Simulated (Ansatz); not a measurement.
Stepwise reaction of `[CH3][In]([CH3])[I]` with hydrogen chloride, as a gas-phase model of exchange steps in deposition or etching. ΔE in kJ/mol.

Gas-phase electronic energies from Ansatz, PBE0-D4/def2-TZVP geometries. CCSD(T)/CBS is the MP2 limit (def2-TZVPP, def2-QZVPP) plus CCSD(T) − MP2 in def2-TZVPP, frozen cores. This one scheme is used for every species. DFT in def2-TZVPP. B3LYP here is the variant with VWN-RPA as its local correlation; programs differ in this. Elements past krypton have def2 core potentials. For I, In outer-core shells are correlated without core-valence functions, which leaves a few kJ/mol of doubt a bond.

```json
{"step": "1", "reaction": "`[CH3][In]([CH3])[I]` + HCl → `[CH3][In]([Cl])[I]` + CH₄", "PBE-D4": "-140.5", "B3LYP-D4": "-148.2", "ωB97M-V": "-142.9", "CCSD(T)/CBS": "-141.4"}
{"step": "2", "reaction": "`[CH3][In]([Cl])[I]` + HCl → `[Cl][In]([Cl])[I]` + CH₄", "PBE-D4": "-112.8", "B3LYP-D4": "-120.3", "ωB97M-V": "-117.2", "CCSD(T)/CBS": "-115.3"}
```

**Question.** By hand: ΔE of the 2 steps together at CCSD(T)/CBS.

**Answer.** (-141.4) + (-115.3) = -256.7 kJ/mol, or -128.3 kJ/mol a step.

In ΔE each step is higher than the one before. All are downhill at CCSD(T)/CBS. PBE-D4 differs from CCSD(T)/CBS by 0.9 to 2.5 kJ/mol a step. Only this route is followed, and other bonds may react first. Isolated molecules leave out the surface, adducts and barriers. Largest T1 diagnostic: 0.011.
